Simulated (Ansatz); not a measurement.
Consider the atomization: `NC1=C(O)[SiH2]N1` → 2 C• + 6 H• + 2 N• + O• + Si•.

Program: Ansatz. Geometries: PBE0-D4/def2-TZVP. ΔE: electronic, gas phase. CCSD(T)/CBS is the MP2 limit (def2-TZVPP, def2-QZVPP) plus CCSD(T) − MP2 in def2-TZVPP, frozen cores. This one scheme is used for every species, atoms too. Functionals use def2-TZVPP. B3LYP here is the variant with VWN-RPA as its local correlation; programs differ in this. Open shells (•) are unrestricted, without spin–orbit coupling. Spin–orbit coupling would lower the free atoms: a little for C, O, Si. One conformer a species, not always the lowest.

```csv
level,ΔE (kcal/mol)
PBE0-D4,1099.3
B3LYP-D4,1093.9
ωB97M-V,1098.0
MP2/def2-TZVPP,1079.3
SCS-MP2/def2-TZVPP,1073.6
CCSD/def2-TZVPP,1030.3
HF/CBS(def2),726.8
CCSD/CBS(def2),1067.7
```

Task: What does CCSD(T)/CBS give? (Estimate.)

Result: Ansatz gave: +1090.1 kcal/mol. The listed levels differ from it by 9.2, 3.8, 7.9, -10.8, -16.5, -59.8, -363.3, -22.4 kcal/mol.

Largest T1 diagnostic among the species: 0.013.

In def2-TZVPP, CCSD(T) changes the Hartree–Fock value by +328.7 kcal/mol (the triples alone add +22.3 kcal/mol) and MP2 by +355.3 kcal/mol; breaking electron pairs costs correlation energy, which Hartree–Fock lacks. From PBE to PBE0 (25 % exact exchange), in def2-TZVPP and without D4, ΔE moves by −30.8 kcal/mol: exact exchange takes away binding that semilocal exchange gives to molecules.

For atomizations the MP2-based limit and the directly extrapolated one differ by several kJ/mol either way, and by 10 to 25 for some Ge, Se and Sn compounds, so smaller differences from it don't rank the levels.
